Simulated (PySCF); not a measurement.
**A ladder of Hamiltonians for Br³¹⁺ (bromine, charge +31)**

Occupied: 1s1/2, 2s1/2. Hartree-Fock calculated with PySCF 2.14 in an even-tempered Gaussian basis (19 s from 3.8 bohr⁻², ratio 2.3; 14 p from 4.5 bohr⁻², ratio 2.3), Gaussian nucleus throughout. NR is non-relativistic, sf-X2C the spin-free one-electron X2C Hamiltonian, X2C adds the bare one-electron spin-orbit term, X2C-SNSO screens it by Boettger's factors, DC is four-component Dirac-Coulomb, and the Gaunt and Breit terms are added at first order (total energies over the DC spinors, levels after relaxing the spinors in that mean field). QED terms are absent. Levels marked empty are virtual spinors of this ion.

| Hamiltonian | E (hartree) |
| --- | --- |
| NR | -1477.0590 |
| sf-X2C | -1502.3764 |
| X2C | -1502.3764 |
| X2C-SNSO | -1502.3764 |
| DC | -1502.7101 |
| DC+Gaunt | -1502.0181 |
| DC+Breit | -1502.0314 |

```tsv
level (eV)	NR	sf-X2C	X2C	X2C-SNSO	DC	DC+Gaunt	DC+Breit
1s1/2	-15713.2	-15961.1	-15961.1	-15961.1	-15969.2	-15952.6	-15952.7
2s1/2	-3657.2	-3730.2	-3730.2	-3730.2	-3731.0	-3729.2	-3729.4
2p1/2 (empty)	-3463.7	-3490.4	-3530.6	-3528.2	-3528.8	-3525.5	-3526.0
2p3/2 (empty)	-3463.7	-3490.4	-3471.4	-3472.4	-3472.6	-3470.6	-3471.1
3s1/2 (empty)	-1526.8	-1550.6	-1550.6	-1550.6	-1550.8	-1550.4	-1550.4
```

How large are the two-electron picture-change error of X2C and the Breit correction in the total energy?

X2C-1e lies 0.3337 hartree above Dirac-Coulomb; Gaunt adds 0.6919 and the full Breit term 0.6787 hartree.

```
interval (eV)    X2C  X2C-SNSO     DC  DC+Gaunt  DC+Breit
2p3/2 − 2p1/2  59.21     55.76  56.23     54.87     54.87
```

Weight of the small component: 1s1/2 0.0163, 2s1/2 0.00374, 2p1/2 0.00365, 2p3/2 0.00359, 3s1/2 0.00153.

Koopmans' value for the highest occupied level at DC+Breit: 3729.4 eV, against an ionisation energy of 3735 ± 4 eV (semi-empirical (NIST evaluation); NIST Atomic Spectra Database, ionization energies); the former lacks relaxation, correlation, QED and recoil.

The whole ladder took 66 s of wall time on 1 thread of Neoverse-V1 (shared host), launched as `OMP_NUM_THREADS=1 python relrun2.py TASK.json OUT` (a driver that calls PySCF for each Hamiltonian).
